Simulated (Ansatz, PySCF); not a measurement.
The pair A = CH3F (SMILES CF) (first 5 atoms), B = CH6Si (SMILES C[SiH3]); geometry from B3LYP-D3(BJ)/def2-TZVP.
(charge 0, multiplicity 1):
```xyz
13

C     -0.14707    -0.13374     0.50806
F      1.00171     0.15185     1.23919
H     -0.85899     0.68064     0.64403
H      0.12511    -0.22828    -0.54367
H     -0.57110    -1.06839     0.87567
C     -0.66586    -0.13482     6.05283
Si    -0.00555    -0.01327     4.29858
H     -0.58055     0.82348     6.56882
H     -0.10909    -0.87693     6.62829
H     -1.71791    -0.42643     6.05615
H     -0.78215     0.99344     3.53498
H     -0.14023    -1.32314     3.61620
H      1.42077     0.38243     4.31051
```

Cores are frozen in the correlated methods.

Codes used: Ansatz (Gaussian basis) for Hartree–Fock, density functionals and correlated methods; PySCF for the dispersion terms. Values without a source in brackets are computed.

The monomers are drawn apart, rigid, along the line of their centres of mass. Counterpoise-corrected interaction energies (kcal/mol):

| level | R = 5.313 Å | R = 6.603 Å |
|---|---|---|
| PBE-D3(BJ)/def2-TZVPPD | -0.4229 | -0.0596 |
| wB97M-V/def2-TZVPPD | -0.3498 | -0.0572 |
| CCSD(T)/aug-cc-pV(D+d)Z | -0.3246 | -0.0527 |

**Question.** R is the distance of the centres of mass. Find the local exponent m of E ∝ R⁻ᵐ between the two points.

**Answer.** 
m = ln(E₁/E₂)/ln(R₂/R₁): PBE-D3(BJ)/def2-TZVPPD 9.0; wB97M-V/def2-TZVPPD 8.3; CCSD(T)/aug-cc-pV(D+d)Z 8.4. For scale, two fixed dipoles give m = 3, dipole and quadrupole 4, quadrupoles 5, and dispersion or dipole-induced dipole 6 at long range; at these distances several terms mix, and what is left of overlap and damping shifts m, so it need not match one of them.

Ansatz is a first-principles code.
